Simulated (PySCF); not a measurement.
`C=CO[SiH2]Cl`. Computed geometry: GFN2-xTB, gas phase.

```
atom  x, y, z in Å
C1    -1.7510    0.1049    0.2357
C2    -0.9108    0.4879   -0.7072
O3     0.4139    0.2551   -0.7371
Si4    1.5749   -0.4242    0.1627
Cl5    2.7558    1.0512    0.8402
H6    -1.4223   -0.4435    1.1002
H7    -2.7960    0.3379    0.1633
H8    -1.2354    1.0421   -1.5806
H9     1.0886   -1.1771    1.3116
H10    2.2911   -1.2296   -0.8114
```

Q: What is the longest distance between nuclei?

A: Cl5···H7, 5.64 Å; the next longest distance is 5.41 Å.

Q: Work out the bond lengths C1=C2, C1–H7, O3–Si4, Si4–Cl5, Si4–H9, Si4–H10 in pm.

A: For C1=C2 the difference vector is (0.8402, 0.3830, -0.9429) Å, of length 1.3197 Å. C1=C2 132.0; C1–H7 107.3; O3–Si4 161.8; Si4–Cl5 200.8; Si4–H9 145.7; Si4–H10 145.3 pm.

Q: What are the angles O3–C2–H8, C1–C2–O3, C2–O3–Si4, Cl5–Si4–H10, O3–Si4–H9, Cl5–Si4–H9, O3–Si4–H10?

A: From the scalar product of the two bond vectors; for O3–C2–H8 it is -0.5329 Å² over 1.3453 × 1.0841 Å², cos θ = -0.3654. O3–C2–H8 111.4°; C1–C2–O3 126.3°; C2–O3–Si4 140.1°; Cl5–Si4–H10 110.1°; O3–Si4–H9 114.6°; Cl5–Si4–H9 108.1°; O3–Si4–H10 102.3°.

Q: Give the dihedral angles C2–O3–Si4–Cl5, H8–C2–O3–Si4, C2–O3–Si4–H9, H6–C1–C2–O3, H7–C1–C2–O3.

A: C2–O3–Si4–Cl5 -110° (anticlinal); H8–C2–O3–Si4 178° (antiperiplanar); C2–O3–Si4–H9 10° (synperiplanar); H6–C1–C2–O3 1° (synperiplanar); H7–C1–C2–O3 180° (antiperiplanar). Dihedral signs follow IUPAC: positive where, seen along the central bond, the front bond turns clockwise onto the rear one.

Q: How far apart are these pairs, which share no bond: C2···H6, O3···H10, Cl5···H9, H6···H10, H8···H9?

A: C2···H6 2.097 Å (2 bonds apart); O3···H10 2.395 Å (2 bonds apart); Cl5···H9 2.823 Å (2 bonds apart); H6···H10 4.250 Å (5 bonds apart); H8···H9 4.323 Å (4 bonds apart).

Q: Write the matrix of distances between heavy atoms (Å, lower triangle).

A: 
```
C1    0.000
C2    1.320  0.000
O3    2.378  1.345  0.000
Si4   3.369  2.787  1.618  0.000
Cl5   4.645  4.019  2.934  2.008  0.000
```

Stationary, but not proved a minimum. One conformer, not necessarily the lowest.
